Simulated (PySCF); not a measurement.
**Bond curve of TmSi**

Set-up: Tm x2c-SVPall, Si x2c-SVPall; spin-free X2C with a Gaussian nucleus (PySCF 2.14). Energies in eV from Tm (4f13 6s2) + Si in their ground configurations at the same level. State: quartet, about 12.9 electrons in the 4f shell (Mulliken), real f orbitals that mix terms.

```json
{"R (Å)": "2.431", "PBE": "-1.382"}
{"R (Å)": "2.544", "PBE": "-1.595"}
{"R (Å)": "2.657", "PBE": "-1.694"}
{"R (Å)": "2.742", "PBE": "-1.713"}
{"R (Å)": "2.827", "PBE": "-1.700"}
{"R (Å)": "2.912", "PBE": "-1.661"}
{"R (Å)": "3.025", "PBE": "-1.582"}
{"R (Å)": "3.166", "PBE": "-1.456"}
{"R (Å)": "3.336", "PBE": "-1.290"}
{"R (Å)": "3.562", "PBE": "-1.069"}
```

Task: Put a parabola through the three lowest points of the PBE curve and estimate Re, k and ωe (reduced mass 24.0 u; 1 eV/Å² = 0.16022 mdyn/Å; ωe = 1302.8·√(k/μ) cm⁻¹).

Result: Through R = 2.657, 2.742, 2.827 Å the second-order coefficient is 2.21 eV/Å², so Re ≈ 2.750 Å, k ≈ 0.710 mdyn/Å and ωe ≈ 224 cm⁻¹. A polynomial fit of higher order to the unrounded PBE energies gives Re = 2.746 Å, k = 0.737 mdyn/Å, ωe = 228 cm⁻¹; anharmonicity and rounding make the difference.

The higher-order fit for each curve: PBE: Re = 2.746 Å, ωe = 228 cm⁻¹, De = 1.71 eV.

Spin–orbit coupling is left out, which matters for elements this heavy, above all for dissociation energies. With d or f electrons several states lie close, and the lowest PBE0 determinant need not be the measured ground state.
